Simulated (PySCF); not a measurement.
C3H6OSe, SMILES C(CC=O)[SeH] at its GFN2-xTB optimised geometry (Å):

```
11

O      1.9338     0.4909     0.0832
C      1.2456    -0.4872     0.0000
C     -0.2540    -0.4872     0.0000
C     -0.8443     0.9121     0.0000
Se    -0.4375     1.9275     1.6444
H      1.6909    -1.4969    -0.0785
H     -0.5962    -1.0440    -0.8777
H     -0.5805    -1.0477     0.8818
H     -0.4636     1.4969    -0.8377
H     -1.9338     0.8746    -0.0501
H      0.9641     2.0710     1.3704
```

Level of theory: PBE/def2-TZVP in PySCF.

Map of the electrostatic potential (hartree/e), clipped to [-0.08, 0.12] on the plane z = 0.6 Å:

```
|:::::::..........::::::::::::|
|:::::::...   ....::::::::::::|
|:::::::.... ....:::::::::::::|
|:::::::.....:::::::::::::::::|
|--::::::::-=+++=-----::::::::|
|-----:::-=*%@@@#+++=-:::...::|
|--------=*@@@@@@%#*+-::......|
|------==+%@@@@@@@%#+-:.......|
|----==++#@@@@@@@%#+-:..   ...|
|---==+*#@@@@@@@@#+--::.    ..|
|--==+*%@@@@@@@@@*=-=#@+:    .|
|--==+#@@@@@@@@@%*=+@@@@+    .|
|--==+*%@@@@@@@@%##@@@@@@.   .|
|--===+*#%@@@@@@@@@@@@@@%.   .|
|--====++*%@@@@@@@@@@@@@+.  ..|
|--=====++#@@@@@@@@@@@@%-.....|
|---=====+#@@@@@@@@@@@@#-:...:|
|----====+#@@@@@@@@@@@@*=-::::|
|----====+#@@@@@@@@@@@@*=--:::|
|-----===+*@@@@@@%@@@@@*=---::|
|-----====+*%@@#**#%@@%*==---:|
|------====++**++++*###+==----|
|------======++++++++++==-----|
|-------=================-----|
|--------===============------|
|----------============-------|
|-------------======----------|
|-----------------------------|
|-----------------------------|
```
Scale: ten equal steps from -0.052 (start of ' ') to 0.120 (end of '@'), in the order ' .:-=+*#%@'; x runs from -4.00 to 4.00, y from -4.00 (bottom) to 4.00 (top).
